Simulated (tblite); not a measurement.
Compound: C4H7FO3S.
SMILES with atom numbers: `[CH3:1][CH2:2][C@@:3]1([F:4])[CH2:5][O:6][S@@:7](=[O:8])[O:9]1` (hydrogens: H10, H11, H12 on C1; H13, H14 on C2; H15, H16 on C5)

Cartesian coordinates in Å at the GFN2-xTB level; atoms count from 1:
```
atom  x, y, z in Å
C1    -2.139    0.073    0.103
C2    -0.967   -0.716    0.674
C3     0.352   -0.395   -0.020
F4     0.235   -0.758   -1.371
C5     0.781    1.092   -0.008
O6     2.172    1.110    0.097
S7     2.866   -0.417    0.043
O8     3.775   -0.546    1.128
O9     1.383   -1.114    0.509
H10   -2.218   -0.093   -0.968
H11   -2.021    1.138    0.284
H12   -3.062   -0.257    0.573
H13   -0.837   -0.514    1.737
H14   -1.138   -1.786    0.549
H15    0.456    1.580   -0.931
H16    0.354    1.611    0.857
```

All values are computed: GFN2-xTB (tblite) harmonic vibrations without scaling, gas phase. This tight-binding method is rough: wavenumbers can miss measured ones by several per cent, in bad cases by 10 to 20. One conformer, not necessarily the lowest.

Harmonic wavenumbers (cm⁻¹): 56.5, 76.2, 99.8, 180.4, 214.9, 260.3, 315.8, 337.5, 398.2, 421.8, 514.2, 543.0, 583.9, 648.9, 707.2, 800.9, 823.7, 883.3, 975.5, 1011.3, 1086.5, 1105.1, 1119.8, 1165.2, 1172.0, 1190.2, 1241.6, 1269.1, 1285.8, 1328.0, 1414.2, 1461.0, 1467.5, 1495.6, 1496.4, 2941.5, 2956.9, 2995.8, 3005.0, 3045.0, 3051.4, 3054.1.

A = 3361, B = 916.7, C = 882.9 MHz; mass 154.010 u (most abundant isotopes); point group C1, symmetry number 1.

Question: What is the zero-point energy?

Answer: Half the sum of the wavenumbers: 25100 cm⁻¹ = 71.77 kcal/mol.

Question: Entropy at 273.15 K, 1 bar (ideal gas, RRHO, classical rotation)?

Answer: Translation 40.60, rotation 28.90, vibration 23.66: S = 93.2 cal/(mol K).

Question: And Cp and H(273.15 K) − H(0)?

Answer: Cp = 33.45 cal/(mol K), of which vibrations give 25.51 (their classical limit is 42 R = 83.5); H(273.15 K) − H(0) = 5.66 kcal/mol without the zero-point energy, 3.49 from vibrations.

Question: Blend soft modes into free rotors: weight 1/[1 + (100 cm⁻¹/ν̃)⁴] for the oscillator and the rest for a rotor with moment μB/(μ + B), μ = h/(8π²ν), B = 10⁻⁴⁴ kg m². What vibrational entropy results?

Answer: 21.88 cal/(mol K) in place of 23.66, which changes −T·S at 273.15 K by +0.49 kcal/mol.

Question: What must be added to the electronic energy to get the Gibbs energy at 273.15 K and 1 bar?

Answer: ZPE + [H(273.15 K) − H(0)] − T·S = 71.77 + 5.66 − 25.45 = 51.98 kcal/mol.

Hindered rotation and anharmonicity are outside this model. Other conformers, if any are populated, would add a mixing term that is left out. The structure is chiral; the term R ln 2 for an equal mix with its mirror image is left out.
